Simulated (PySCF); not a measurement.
## Exercise with solution: chemical shift, span and skew from a shielding tensor

C6H4S, SMILES C#Cc1ccsc1. Atoms are numbered in the order given.

```xyz
11

C      0.1478    -3.3068     0.0000
C      0.0679    -2.0954     0.0000
C     -0.0392    -0.6735     0.0000
C     -1.2889     0.0437     0.0000
C     -1.1180     1.4010     0.0000
S      0.5584     1.8381     0.0000
C      1.0453     0.1861     0.0000
H      0.2211    -4.3776     0.0000
H     -2.2597    -0.4514     0.0000
H     -1.8843     2.1744     0.0000
H      2.0987    -0.0865     0.0000
```
Charge 0, spin multiplicity 1.

Geometry optimised at B3LYP-D3(BJ)/def2-SVP.

GIAO shieldings from PBE0/pcSseg-1 (PySCF), non-relativistic, no solvent. The symmetric part of the tensor of C2 has the principal values 3.2, 5.5, 300.6 ppm. The same nucleus in TMS has σ = 186.3 ppm at this level (PySCF, at its B3LYP-D3(BJ)/def2-TZVP geometry).

Question: Work out the isotropic shielding, the ¹³C shift against TMS, the span and the skew.

Answer: 
σ(iso) = (σ11 + σ22 + σ33)/3 = 103.1 ppm. δ = σ(ref) − σ(iso) = 186.3 − (103.1) = 83.2 ppm.
Span Ω = σ33 − σ11 = 297.4 ppm. Skew κ = 3(σ(iso) − σ22)/Ω = 0.98, an axial tensor. Tumbling in solution averages the tensor to δ; in a static solid the shielding alone would spread this spin-1/2 line over Ω.
